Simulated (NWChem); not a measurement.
System: HS₂, doublet; SMILES [S]S

Excerpt of the output:

```
             Northwest Computational Chemistry Package (NWChem) 7.3.0
             --------------------------------------------------------

                             Geometry "geometry" -> ""
                             -------------------------

 Output coordinates in angstroms (scale by  1.889725989 to convert to a.u.)

  No.       Tag          Charge          X              Y              Z
 ---- ---------------- ---------- -------------- -------------- --------------
    1 S                   16.0000     0.02986900    -1.05207400     0.00000000
    2 S                   16.0000     0.06744000     0.94359500     0.00000000
    3 H                    1.0000    -1.27556300     1.27402700     0.00000000

 Effective nuclear repulsion energy (a.u.)      77.1657116534

                                 NWChem DFT Module
                                 -----------------

 Summary of "ao basis" -> "ao basis" (spherical)
 ------------------------------------------------------------------------------
       Tag                 Description            Shells   Functions and Types
 ---------------- ------------------------------  ------  ---------------------
 S                           6-31g*                  8       18   4s3p1d
 H                           6-31g*                  2        2   2s

 in cosmo_initialize ...
 calling solv_data for solv:benzene

 solvent parameters
 solvname_short: benzene
 solvname_long:  benzene
 dielec:        2.2706
 dielecinf:     2.2533
 nonaqueous SMD model solvent descriptors
 dielec:        2.2706
 sola:          0.0000
 solb:          0.1400
 solc:          1.0000
 solg:         40.6200
 solh:          0.0000
 soln:          1.5011

          ---------------
          -cosmo- solvent
          ---------------
 Cosmo: York-Karplus, doi: 10.1021/jp992097l
 dielectric constant -eps-     =   2.27
 screen = (eps-1)/(eps    )    =   0.55959
 surface charge correction     = lagrangian

   van der Waals surface
 --------------------------

 ---------- ATOMIC COORDINATES (A.U.) ------------ VDWR(ANG.) --
     1    0.05644423   -1.98813158    0.00000000     2.490
     2    0.12744312    1.78313599    0.00000000     2.490
     3   -2.41046455    2.40756193    0.00000000     1.200
 number of segments per atom =        128
 number of   points per atom =        128
 atom (   nspa,  nppa )
 ----------------------
    1 (     92,     0 )       0
    2 (     92,     0 )       0
    3 (     24,     0 )       0
 number of -cosmo- surface points =      208
 molecular surface =    111.946 angstrom**2
 molecular volume  =    103.397 angstrom**3
 -lineq- algorithm             =   0
 -bem- low  level              =   3
 -bem- from -octahedral-
 gaussian surface charge width =   4.50000
 degree of switching           =   1.00000
 switching function tolerance  =   0.00010
 atomic radii =
 --------------
    1 16.000  2.490
    2 16.000  2.490
    3  1.000  1.200
 ...... end of -cosmo- initialization ......

 nat:                     3
 ixmem:                   608
 calling mnsol_interface()
 G(SMD-CDS) energy (kcal/mol)  =    -2.998
 SMD-CDS SASA (angstrom**2)    =    93.566

            General Information
            -------------------
          SCF calculation type: DFT
          Wavefunction type:  spin polarized.
          No. of atoms     :     3
          No. of electrons :    33
           Alpha electrons :    17
            Beta electrons :    16
          Charge           :     0
          Spin multiplicity:     2
          Use of symmetry is: off; symmetry adaption is: off
          Maximum number of iterations: 150
          AO basis - number of functions:    38
                     number of shells:    18
          Convergence on energy requested:  1.00D-06
          Convergence on density requested:  1.00D-05
          Convergence on gradient requested:  5.00D-04

[...]

                                COSMO-SMD solvation results
                                ---------------------------

             internal energy in gas <Psi(g)|H|Psi(g)> =      -796.887094479269
         internal energy in solvent <Psi(s)|H|Psi(s)> =      -796.886851340579
                               delta internal energy  =         0.000243138690 (    0.15 kcal/mol)
   total free energy in solvent <Psi(s)|H+V/2|Psi(s)> =      -796.889073875117
 polarization energy contribution <Psi(s)|V/2|Psi(s)> =        -0.002222534538 (   -1.39 kcal/mol)
    total free energy in solvent including G(SMD-CDS) =      -796.893852119837
                       G(SMD-CDS) energy contribution =        -0.004778244720 (   -3.00 kcal/mol)
     1 M fixed-concentration free energy of solvation =        -0.006757640568 (   -4.24 kcal/mol)

                    DFT Final Alpha Molecular Orbital Analysis
                    ------------------------------------------

 Vector   15  Occ=1.000000D+00  E=-4.329224D-01
              MO Center=  4.4D-02,  3.6D-02, -4.0D-08, r^2= 2.2D+00
   Bfn.  Coefficient  Atom+Function         Bfn.  Coefficient  Atom+Function
  ----- ------------  ---------------      ----- ------------  ---------------
    27      0.518205  2 S  pz                 9      0.474506  1 S  pz
    31      0.249772  2 S  pz                13      0.212360  1 S  pz
    23     -0.195021  2 S  pz                 5     -0.178619  1 S  pz
    15      0.039833  1 S  d -1              33     -0.034423  2 S  d -1

 Vector   16  Occ=1.000000D+00  E=-3.188785D-01
              MO Center= -2.4D-02, -7.4D-01, -9.5D-09, r^2= 2.2D+00
   Bfn.  Coefficient  Atom+Function         Bfn.  Coefficient  Atom+Function
  ----- ------------  ---------------      ----- ------------  ---------------
     7      0.673142  1 S  px                11      0.408462  1 S  px
     3     -0.251942  1 S  px                38      0.209915  3 H  s
    25     -0.171242  2 S  px                28     -0.169398  2 S  s
    37      0.131763  3 H  s                 24     -0.099917  2 S  s
    26     -0.084348  2 S  py                21      0.062382  2 S  px

 Vector   17  Occ=1.000000D+00  E=-3.071580D-01
              MO Center=  4.1D-02, -1.4D-01,  3.7D-09, r^2= 2.6D+00
   Bfn.  Coefficient  Atom+Function         Bfn.  Coefficient  Atom+Function
  ----- ------------  ---------------      ----- ------------  ---------------
     9      0.574949  1 S  pz                27     -0.528860  2 S  pz
    13      0.358143  1 S  pz                31     -0.340594  2 S  pz
     5     -0.210465  1 S  pz                23      0.193292  2 S  pz
    33     -0.028038  2 S  d -1

 Vector   18  Occ=0.000000D+00  E= 1.458669D-02
              MO Center=  3.0D-02, -7.7D-02,  5.2D-10, r^2= 3.7D+00
   Bfn.  Coefficient  Atom+Function         Bfn.  Coefficient  Atom+Function
  ----- ------------  ---------------      ----- ------------  ---------------
    30      0.948840  2 S  py                12      0.938089  1 S  py
    28     -0.801229  2 S  s                 10      0.776348  1 S  s
     8      0.510880  1 S  py                26      0.443446  2 S  py
    24     -0.249292  2 S  s                  6      0.222721  1 S  s
     4     -0.182802  1 S  py                22     -0.160999  2 S  py

 Vector   19  Occ=0.000000D+00  E= 6.168035D-02
              MO Center= -5.2D-01,  1.0D+00, -7.6D-10, r^2= 2.9D+00
   Bfn.  Coefficient  Atom+Function         Bfn.  Coefficient  Atom+Function
  ----- ------------  ---------------      ----- ------------  ---------------
    38      1.482737  3 H  s                 29      0.976249  2 S  px
    28     -0.762950  2 S  s                 25      0.449105  2 S  px
    24     -0.288770  2 S  s                 11     -0.234257  1 S  px
    37      0.227528  3 H  s                 30     -0.190518  2 S  py
    10      0.182017  1 S  s                 21     -0.155044  2 S  px

 Vector   20  Occ=0.000000D+00  E= 3.024273D-01
              MO Center=  5.5D-02, -1.1D-01, -1.3D-08, r^2= 2.7D+00
   Bfn.  Coefficient  Atom+Function         Bfn.  Coefficient  Atom+Function
  ----- ------------  ---------------      ----- ------------  ---------------
     6      1.081393  1 S  s                 10     -0.923061  1 S  s
    28     -0.843809  2 S  s                 24      0.765075  2 S  s
    30      0.467147  2 S  py                26     -0.460943  2 S  py
    38      0.446280  3 H  s                 12     -0.396041  1 S  py
    25      0.240552  2 S  px                 8      0.222473  1 S  py

                     DFT Final Beta Molecular Orbital Analysis
                     -----------------------------------------

 Vector   14  Occ=1.000000D+00  E=-4.268596D-01
              MO Center=  1.7D-01,  1.1D-01,  1.6D-08, r^2= 2.6D+00
   Bfn.  Coefficient  Atom+Function         Bfn.  Coefficient  Atom+Function
  ----- ------------  ---------------      ----- ------------  ---------------
    26      0.474844  2 S  py                 8     -0.415162  1 S  py
    25      0.271668  2 S  px                10      0.207195  1 S  s
    30      0.192063  2 S  py                22     -0.178933  2 S  py
     6      0.161196  1 S  s                  4      0.160223  1 S  py
    24      0.152693  2 S  s                  7      0.146872  1 S  px

 Vector   15  Occ=1.000000D+00  E=-3.745261D-01
              MO Center=  4.6D-02,  3.5D-01, -2.4D-08, r^2= 2.1D+00
   Bfn.  Coefficient  Atom+Function         Bfn.  Coefficient  Atom+Function
  ----- ------------  ---------------      ----- ------------  ---------------
    27      0.567330  2 S  pz                 9      0.331125  1 S  pz
    31      0.329111  2 S  pz                23     -0.217004  2 S  pz
    13      0.184487  1 S  pz                 5     -0.131180  1 S  pz
    15      0.053220  1 S  d -1              33     -0.046170  2 S  d -1

[...]
```

Level: M05-2X/6-31G* (spherical d), spin-unrestricted, SMD on the gas-phase geometry. In the optimisation the excess spin sits in a" (Cs, its own frame). Structure relaxed at the PBE-D3(BJ)/def2-SVP, spin-unrestricted level. No stability test was run on the SCF state. Solvent: benzene.

Task: Write an input that gives this output.

Result: One answer among several that fit: the input that was run:
```
start job
memory heap 200 mb stack 900 mb global 1100 mb
geometry units angstroms noautosym nocenter noautoz
  S      0.029869    -1.052074     0.000000
  S      0.067440     0.943595     0.000000
  H     -1.275563     1.274027     0.000000
end
basis spherical
  S library 6-31g*
  H library 6-31g*
end
dft
  odft
  mult 2
  xc m05-2x
  iterations 150
end
cosmo
  do_cosmo_smd true
  solvent benzene
end
task dft energy
```
